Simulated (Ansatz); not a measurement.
Ideal-gas functions of C3H2F3N, SMILES `N#CCC(F)(F)F` at 298.15 K and 1 bar, from an Ansatz frequency run at PBE0-D4/def2-TZVP.

Molar mass 109.05 g/mol, point group Cs (symmetry number 1), electronic degeneracy 1, moments of inertia 96.139, 282.365, 287.042 u Å². Harmonic wavenumbers (cm⁻¹, unscaled): 77, 138, 342, 346, 382, 459, 540, 548, 689, 860, 924, 993, 1155, 1192, 1281, 1315, 1383, 1444, 2402, 3092, 3144.

Use S(trans) = R[1.5 ln M + 2.5 ln T − 1.1517]; rotational temperatures θ = 24.2544 K / I; S(rot) = R[ln(√π/σ · √(T³/θAθBθC)) + 1.5]; for each mode x = 1.438777 ν̃/T, S = R[x/(eˣ − 1) − ln(1 − e⁻ˣ)] and H = RT x/(eˣ − 1); 1 cm⁻¹ = 0.0119627 kJ/mol; R = 8.31446 J/(mol·K).

**Question.** By hand: the entropy, in J/(mol·K).

**Answer.** Translation 167.4. Rotation: θ = 0.2523, 0.0859, 0.0845 K, giving 114.5. Vibration, mode by mode: 16.59, 11.85, 5.03, 4.96, 4.31, 3.22, 2.37, 2.29, 1.34, 0.68, 0.53, 0.40, 0.21, 0.18, 0.12, 0.11, 0.08, 0.06, 0.00, 0.00, 0.00, in all 54.3. Electronic 0.0. Sum 336.2 J/(mol·K).

**Question.** By hand: H − E and G − E in kJ/mol, counted from the electronic energy.

**Answer.** Zero-point energy ½ × 22706 × 0.0119627 = 135.8; thermal vibration 9.2; translation, rotation and pV give 4 RT = 9.9. H − E = 154.9 kJ/mol, and G − E = 154.9 − 298.15 × 336.2/1000 = 54.7 kJ/mol.

Vibration gives 16 % of the entropy, 28.4 J/(mol·K) of it from the modes under 150 cm⁻¹: soft modes count most, and the harmonic formula is weakest for them.
